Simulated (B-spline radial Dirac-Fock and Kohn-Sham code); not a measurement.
K-line shifts caused by a second vacancy in Sm²⁸⁺

System: Sm²⁸⁺, [Ar] 3d10 4s2 4p4.

The run's input, task.json:

```json
{"items": [{
  "Z": 62,
  "q": 28,
  "cfg": [[1, 0, 2], [2, 0, 2], [2, 1, 6], [3, 0, 2], [3, 1, 6], [3, 2, 10], [4, 0, 2], [4, 1, 4]],
  "A": 152,
  "rrms": 5.0819,
  "do": ["binding", "quiet", "double"]
}]}
```

Run with: `python xray_run.py task.json out`

The computed values come from a radial finite-basis atomic code: relaxed Dirac-Fock hole states (ΔSCF) with Breit and QED corrections and a finite nucleus. Each two-hole energy is an average over J within one jj subconfiguration, not an observable level; in light atoms, where LS coupling holds, the j-resolved values are not observed lines, and for a K spectator the Kα1 hypersatellite is nearly forbidden. Electron correlation is not included.

Lines without a spectator: Kα2 (K-L2) 39528.9 eV, Kβ3 (K-M2) 45343.9 eV. Shifts in eV with one spectator hole (a dash: not computed, or left out as unreliable):

```csv
spectator hole,Kα2,Kβ3
K (1s),+762.8,+984.1
L2 (2p1/2),+91.7,–
M2 (3p1/2),–,+39.6
M4 (3d3/2),+3.97,–
M5 (3d5/2),-0.54,–
```
